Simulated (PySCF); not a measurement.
H7NO2Si2, SMILES O[Si@@H](N)O[SiH3]. Heavy atoms are numbered as in [NH2:1][Si@H:2]([OH:3])[O:4][SiH3:5]. Hydrogens are named by the atom that carries them.

Geometry: PBE0-D3(BJ)/def2-SVP. The structure was generated by enumeration; whether it is a known compound was not checked. The values are those of a single conformer.

Computed with PBE/def2-TZVP (PySCF).

ESP charges are fitted to the potential on shells at 1.4 to 2.0 van der Waals radii. Atomic charges (e), one atom of each kind:

| atom | Löwdin | ESP fit | IAO |
|---|---|---|---|
| N1 (NH2) | -0.24 | -1.10 | -0.86 |
| Si2 (SiH) | -0.13 | 0.88 | 1.35 |
| O3 (OH) | -0.10 | -0.66 | -0.79 |
| O4 | 0.01 | -0.40 | -0.86 |
| Si5 (SiH3) | 0.13 | 0.32 | 0.82 |
| H on N1 | 0.16 | 0.43 | 0.27 |
| H on Si2 | -0.04 | -0.13 | -0.17 |
| H on O3 | 0.17 | 0.42 | 0.37 |
| H on Si5 | -0.05 | -0.05 | -0.14 |

Computed Mayer and Wiberg (Löwdin basis) orders of the bonds:
```tsv
bond	Mayer	Wiberg
N1–Si2	1.22	1.57
Si2–O3	1.21	1.66
Si2–O4	1.16	1.55
O4–Si5	1.16	1.59
```
